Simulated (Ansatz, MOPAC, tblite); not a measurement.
**A ladder of methods for Si2H4F2 (SMILES F[SiH2][SiH2]F)**

The species is Si2H4F2 (8 atoms), meant as a singlet with charge 0. As SMILES, `F[SiH2][SiH2]F`. The shape is that of a PBE0-D4/def2-TZVP optimisation. This is one conformer, not always the lowest.

```xyz
8

F    -1.9348    1.2058   -0.2745
Si   -0.3578    1.1281    0.0124
Si    0.3586   -1.1096    0.0441
F     0.2810   -1.7420   -1.4288
H     0.3401    1.9142   -1.0370
H    -0.0998    1.7437    1.3416
H     1.7748   -1.1640    0.4954
H    -0.4771   -1.9419    0.9468
```

Each level gives the dipole moment (D). The values are calculated.

| level | kind | program | value (D) | CPU time |
| --- | --- | --- | --- | --- |
| GFN2-xTB | semi-empirical | tblite | 1.94 | under 2 s |
| MNDO | semi-empirical | MOPAC | 1.84 | under 2 s |
| PM3 | semi-empirical | MOPAC | 1.67 | under 2 s |
| PM6 | semi-empirical | MOPAC | 2.27 | under 2 s |
| HF/STO-3G | Hartree–Fock | Ansatz | 1.44 | 1.3 s |
| HF/3-21G | Hartree–Fock | Ansatz | 2.61 | 1.9 s |
| HF/def2-SVP | Hartree–Fock | Ansatz | 2.23 | 4.7 s |
| HF/pcseg-1 | Hartree–Fock | Ansatz | 2.47 | 6.5 s |
| HF/jorge-TZP | Hartree–Fock | Ansatz | 2.09 | 7.2 s |
| BLYP/pcseg-2 | GGA | Ansatz | 1.81 | 30 s |

The values span 1.44 to 2.61 D. Sets without polarisation functions give poor dipoles. Times are those of the runs behind each value, whatever else they computed, on shared processors of several kinds: orders of magnitude only.
